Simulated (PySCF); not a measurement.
**A small calculation by hand: entropy of an ideal gas**

1,2,4-triazole cation (C2H3N3), SMILES c1nc[nH]n1 (connectivity only; charge and spin as stated), charge +1, multiplicity 2.

The structure is a stationary point at PBE0-D3(BJ)/def2-SVP. The multiplicity is an assumed one; other spin states were not compared.

PBE0-D3(BJ)/def2-SVP (PySCF) gives the harmonic wavenumbers 453, 667, 752, 824, 858, 895, 930, 1070, 1171, 1216, 1279, 1345, 1463, 1552, 1585, 3290, 3312, 3585 cm⁻¹ and the rotational temperatures 0.5316, 0.4562, 0.2455 K. The molar mass is 69.07 g/mol, the symmetry number 1, the spin multiplicity 2.

**Question.** Work out the entropy at 298.15 K and 1 atm in the rigid-rotor, harmonic-oscillator model.

**Answer.** 
Translation (Sackur–Tetrode at 1 atm): S = R[1.5 ln M + 2.5 ln T − 1.16487] = 161.6 J/(mol K).
Rotation: q = (√π/σ) T^1.5/√(θA θB θC) = 37400, S = R[ln q + 3/2] = 100.0 J/(mol K).
Vibration: with u = 1.4388 ν/T, each mode gives R[u/(e^u − 1) − ln(1 − e^−u)]:
| ν (cm⁻¹) | modes | u | S (J/(mol K)) |
|---|---|---|---|
| 453 | 1 | 2.19 | 3.29 |
| 667 | 1 | 3.22 | 1.45 |
| 752 | 1 | 3.63 | 1.05 |
| 824 | 1 | 3.98 | 0.79 |
| 858 | 1 | 4.14 | 0.69 |
| 895 | 1 | 4.32 | 0.60 |
| 930 | 1 | 4.49 | 0.52 |
| 1070 | 1 | 5.16 | 0.29 |
| 1171 | 1 | 5.65 | 0.19 |
| 1216 | 1 | 5.87 | 0.16 |
| 1279 | 1 | 6.17 | 0.12 |
| 1345 | 1 | 6.49 | 0.09 |
| 1463 | 1 | 7.06 | 0.06 |
| 1552 | 1 | 7.49 | 0.04 |
| 1585 | 1 | 7.65 | 0.03 |
The stiffer modes add less than 0.005 each. Sum 9.4 J/(mol K).
Spin: R ln 2 = 5.8 J/(mol K).
Total 276.7 J/(mol K); the program's own thermochemistry gives 276.7. Translation makes up 58 % and vibration 3 %. Anharmonicity, hindered rotation and orbital degeneracy are left out.
